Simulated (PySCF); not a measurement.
Compound: C₃H₆NSi (doublet state).
Z-matrix (Å and degrees, GFN2-xTB geometry), rows numbered from 1:
```
C 
C   1  1.3910
N   2  1.3051  1  120.37
C   3  1.4120  2  114.24  1   -15.06
Si  1  1.8589  2  108.24  3    -0.83
H   1  1.0765  2  121.26  3  -177.89
H   2  1.0829  1  122.55  3   174.31
H   4  1.0897  3  109.63  2   150.35
H   4  1.0945  3  108.99  2   -92.23
H   5  1.4637  1  116.64  2   126.39
H   5  1.4663  1  116.37  2   -98.12
```

As a line formula: `[CH]1C=NC[SiH2]1` [radical].

Method used: PySCF, UKS B3LYP, pcH-1 on C H N Si, non-relativistic, mean-field spin-orbit, GIAO. Geometry: GFN2-xTB, one conformer, isolated molecule. The geometry wasn't refined by DFT: couplings that depend on bond lengths, twists or pyramidal angles can differ widely from those at the functional's own minimum. Stability of the SCF solution: not tested. ⟨S²⟩ is 0.775 where a pure state has 0.75.

(1) Break the g tensor into its mass correction, gauge correction and orbital-Zeeman/spin–orbit terms.

(2) What are the electron Larmor frequencies g μB B/h along the three axes at 340 mT?

(3) At 9.483 GHz, how far is the centre of the isotropic spectrum from where a free electron (g = 2.002319) resonates?

(4) What effective moment and Curie constant follow for a powder?

(5) In a frozen sample, at which fields do the three g values resonate at 9.5, 34, 94 and 263 GHz (hyperfine left aside), and which band first spreads them over more than twice a line width of 0.5 mT?

Answers

(1) 
| Δg (ppm) | 1 | 2 | 3 |
| --- | --- | --- | --- |
| relativistic mass correction | -174 | -174 | -174 |
| gauge correction | -1 | 27 | 25 |
| orbital Zeeman/spin–orbit | -6 | 1336 | 2920 |
| total | -181 | 1189 | 2771 |

So g = 2.00214, 2.00351, 2.00509 and g_iso = 2.00358; the tensor is rhombic: the two nearest values differ by 46 % of g3 − g1. 

(2) 9.5276, 9.5341, 9.5417 GHz for g1, g2 and g3, a range of 14.0 MHz.

(3) B = hν/(g μB) with μB/h = 13.99624 MHz/mT gives 338.38 mT for the free electron and 338.16 mT at g_iso, 0.21 mT lower.

(4) With the mean of g² = 4.0143 and S(S+1) = 0.75: μ_eff = √(⟨g²⟩S(S+1)) = 1.735 μB and χT = 0.12505·⟨g²⟩·S(S+1) = 0.376 cm³ K/mol (cgs; spin-Hamiltonian part alone).

(5) 
```
band    GHz  B(g3) mT  B(g2) mT  B(g1) mT  spread mT
   X    9.5    338.52    338.78    339.01       0.50
   Q   34.0   1211.53   1212.48   1213.31       1.79
   W   94.0   3349.52   3352.16   3354.46       4.94
   J  263.0   9371.52   9378.93   9385.34      13.82
```

The spread grows in proportion to the frequency. Q band is the first where it exceeds 1.0 mT.

Largest spin populations (Mulliken): C1 (+0.66), N3 (+0.53) and C2 (-0.23). The angles at C1 add up to 359.9°, so it is planar.

The HOMO–LUMO gaps are 6.11 eV among the α and 3.52 eV among the β orbitals.

Time: 31 s wall (with the writing of density and orbital grids); peak memory 0.68 GiB. Hardware: an Arm Neoverse V1 with one thread, shared host with 32 logical CPUs at a one-minute load of 12.
